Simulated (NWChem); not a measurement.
System: C₃HF₄, doublet; SMILES C(F)(C(=[CH])F)(F)F

Excerpt of the output:

```
             Northwest Computational Chemistry Package (NWChem) 7.3.0
             --------------------------------------------------------

 C1  symmetry detected

                             Geometry "geometry" -> ""
                             -------------------------

 Output coordinates in angstroms (scale by  1.889725989 to convert to a.u.)

  No.       Tag          Charge          X              Y              Z
 ---- ---------------- ---------- -------------- -------------- --------------
    1 C                    6.0000    -1.35108002    -1.53988480     0.00013202
    2 C                    6.0000    -0.17894912    -0.95113167    -0.00028943
    3 F                    9.0000     0.97860503    -1.60150807     0.00006073
    4 C                    6.0000     0.02821241     0.54779024    -0.00009421
    5 F                    9.0000     0.72137264     0.92689448    -1.07067347
    6 F                    9.0000     0.70789806     0.92870439     1.07856069
    7 F                    9.0000    -1.13957924     1.18338875    -0.00776399
    8 H                    1.0000    -2.40376792    -1.27795856    -0.00014589

 Effective nuclear repulsion energy (a.u.)     322.9038337266

                                 NWChem DFT Module
                                 -----------------

 Summary of "ao basis" -> "ao basis" (spherical)
 ------------------------------------------------------------------------------
       Tag                 Description            Shells   Functions and Types
 ---------------- ------------------------------  ------  ---------------------
 C                           6-31g*                  6       14   3s2p1d
 F                           6-31g*                  6       14   3s2p1d
 H                           6-31g*                  2        2   2s

            General Information
            -------------------
          SCF calculation type: DFT
          Wavefunction type:  spin polarized.
          No. of atoms     :     8
          No. of electrons :    55
           Alpha electrons :    28
            Beta electrons :    27
          Charge           :     0
          Spin multiplicity:     2
          Use of symmetry is: off; symmetry adaption is: off
          Maximum number of iterations: 200
          AO basis - number of functions:   100
                     number of shells:    44
          Convergence on energy requested:  1.00D-06
          Convergence on density requested:  1.00D-05
          Convergence on gradient requested:  5.00D-04

              XC Information
              --------------
                         B3LYP Method XC Potential
                     Hartree-Fock (Exact) Exchange  0.200
                        Slater Exchange Functional  0.800 local
                    Becke 1988 Exchange Functional  0.720 non-local
              Lee-Yang-Parr Correlation Functional  0.810
                  VWN I RPA Correlation Functional  0.190 local

             Grid Information
             ----------------
          Grid used for XC integration:  medium
          Radial quadrature: Mura-Knowles
          Angular quadrature: Lebedev.
          Tag              B.-S. Rad. Rad. Pts. Rad. Cut. Ang. Pts.
          ---              ---------- --------- --------- ---------
          C                   0.70       49           8.0       434
          F                   0.50       49          10.0       434
          H                   0.35       45           8.0       434
          Grid pruning is: on
          Number of quadrature shells:   388
          Spatial weights used:  Erf1

      Superposition of Atomic Density Guess
      -------------------------------------

 Sum of atomic energies:        -510.96832308

      Non-variational initial energy
      ------------------------------

 Total energy =    -513.294127
 1-e energy   =   -1352.558664
 2-e energy   =     516.360703
 HOMO         =      -0.174885
 LUMO         =       0.073930

   convergence    iter        energy       DeltaE   RMS-Dens  Diis-err
 ---------------- ----- ----------------- --------- --------- ---------
 d= 0,ls=0.0,diis     1   -513.9199333470 -8.37D+02  8.92D-03  5.22D-01
                                                     8.77D-03  5.30D-01
 d= 0,ls=0.0,diis     2   -513.7154329362  2.05D-01  5.21D-03  1.26D+00
                                                     4.93D-03  1.22D+00
 d= 0,ls=0.0,diis     3   -514.1472252694 -4.32D-01  1.03D-03  1.39D-02
                                                     1.11D-03  1.53D-02
  Resetting Diis
 d= 0,ls=0.0,diis     4   -514.1506497784 -3.42D-03  7.08D-04  6.71D-03
                                                     5.05D-04  4.72D-03
 d= 0,ls=0.0,diis     5   -514.1531721487 -2.52D-03  5.10D-04  1.04D-03
                                                     5.77D-04  1.29D-03
 d= 0,ls=0.0,diis     6   -514.1520717217  1.10D-03  4.02D-04  3.78D-03
                                                     3.38D-04  3.10D-03
 d= 0,ls=0.0,diis     7   -514.1537294486 -1.66D-03  2.54D-05  2.29D-05
                                                     4.57D-05  4.02D-05
 d= 0,ls=0.0,diis     8   -514.1537482444 -1.88D-05  3.14D-05  4.43D-06
                                                     3.08D-05  3.83D-06
 d= 0,ls=0.0,diis     9   -514.1537568307 -8.59D-06  2.18D-05  1.77D-06
                                                     1.76D-05  1.53D-06
 d= 0,ls=0.0,diis    10   -514.1537603914 -3.56D-06  1.68D-05  5.85D-07
                                                     2.65D-05  1.14D-06
 d= 0,ls=0.0,diis    11   -514.1537626045 -2.21D-06  7.26D-06  1.22D-06
                                                     7.66D-06  5.71D-07
 d= 0,ls=0.0,diis    12   -514.1537627717 -1.67D-07  6.40D-06  2.60D-07
                                                     9.25D-06  5.80D-07

         Total DFT energy =     -514.153762771692
      One electron energy =    -1353.276661879471
           Coulomb energy =      574.767867574081
    Exchange-Corr. energy =      -58.548802192947
 Nuclear repulsion energy =      322.903833726645

 Numeric. integr. density =       54.999998513919

                    DFT Final Alpha Molecular Orbital Analysis
                    ------------------------------------------

 Vector   26  Occ=1.000000D+00  E=-3.883916D-01
              MO Center=  1.4D-01, -5.0D-01,  2.6D-04, r^2= 2.9D+00
   Bfn.  Coefficient  Atom+Function         Bfn.  Coefficient  Atom+Function
  ----- ------------  ---------------      ----- ------------  ---------------
    32      0.397103  3 F  py                36      0.276851  3 F  py
    88     -0.276855  7 F  py                18     -0.247682  2 C  py
    46      0.217016  4 C  py                92     -0.193754  7 F  py
     6      0.191353  1 C  s                 20     -0.180645  2 C  s
    74     -0.181439  6 F  py                31      0.179633  3 F  px

 Vector   27  Occ=1.000000D+00  E=-2.988409D-01
              MO Center= -6.3D-01, -1.3D+00,  1.4D-04, r^2= 1.8D+00
   Bfn.  Coefficient  Atom+Function         Bfn.  Coefficient  Atom+Function
  ----- ------------  ---------------      ----- ------------  ---------------
     5      0.436634  1 C  pz                19      0.353422  2 C  pz
     9      0.310624  1 C  pz                33     -0.288592  3 F  pz
    37     -0.221704  3 F  pz                23      0.161573  2 C  pz
    74      0.066747  6 F  py                60     -0.065897  5 F  py
    89     -0.052986  7 F  pz                78      0.051818  6 F  py

 Vector   28  Occ=1.000000D+00  E=-2.869634D-01
              MO Center= -1.1D+00, -1.5D+00,  1.7D-04, r^2= 1.9D+00
   Bfn.  Coefficient  Atom+Function         Bfn.  Coefficient  Atom+Function
  ----- ------------  ---------------      ----- ------------  ---------------
     4      0.564245  1 C  py                 8      0.413581  1 C  py
    46      0.178330  4 C  py                 6     -0.164788  1 C  s
    48     -0.149774  4 C  s                 17     -0.125202  2 C  px
    20     -0.124340  2 C  s                100      0.115901  8 H  s
    31     -0.113407  3 F  px                60     -0.112107  5 F  py

 Vector   29  Occ=0.000000D+00  E=-1.753922D-02
              MO Center= -6.2D-01, -1.0D+00, -1.2D-04, r^2= 2.2D+00
   Bfn.  Coefficient  Atom+Function         Bfn.  Coefficient  Atom+Function
  ----- ------------  ---------------      ----- ------------  ---------------
     9      0.535124  1 C  pz                23     -0.479743  2 C  pz
    19     -0.473684  2 C  pz                 5      0.415678  1 C  pz
    51     -0.187623  4 C  pz                33      0.181930  3 F  pz
    37      0.175184  3 F  pz                47     -0.160249  4 C  pz
    76      0.131489  6 F  s                 62     -0.130407  5 F  s

[...]

                         DFT ENERGY GRADIENTS

    atom               coordinates                        gradient
                 x          y          z           x          y          z
   1 C      -2.553171  -2.909960   0.000249    0.003397  -0.001125   0.000022
   2 C      -0.338165  -1.797378  -0.000547    0.016202  -0.003802  -0.000004
   3 F       1.849295  -3.026411   0.000115   -0.013095   0.007315  -0.000023
   4 C       0.053314   1.035173  -0.000178    0.002275   0.011577   0.000001
   5 F       1.363197   1.751577  -2.023279   -0.008001  -0.003894   0.012040
   6 F       1.337733   1.754997   2.038184   -0.007869  -0.003911  -0.012111
   7 F      -2.153493   2.236280  -0.014672    0.013156  -0.006921   0.000074
   8 H      -4.542463  -2.414991  -0.000276   -0.006064   0.000760   0.000000
```

Level: B3LYP/6-31G* (spherical d), spin-unrestricted. Structure relaxed at the PBE0/def2-SVP, spin-unrestricted level. No stability test was run on the SCF state. B3LYP is NWChem's, with the RPA form of VWN correlation.

Reconstruct the input file.

Several could match; the one computed here: the input that was run:
```
start job
memory heap 200 mb stack 900 mb global 1100 mb
geometry units angstroms noautoz
  C     -1.338689    -1.557300    -0.000836
  C     -0.171526    -0.958759    -0.000143
  F      0.991429    -1.599426     0.001481
  C      0.023085     0.541844     0.000053
  F      0.714143     0.926594    -1.069871
  F      0.698456     0.928575     1.079348
  F     -1.149976     1.167647    -0.008899
  H     -2.393531    -1.304192    -0.002226
end
basis spherical
  * library 6-31g*
end
dft
  odft
  mult 2
  xc b3lyp
  iterations 200
  convergence diis 3
end
task dft gradient
```
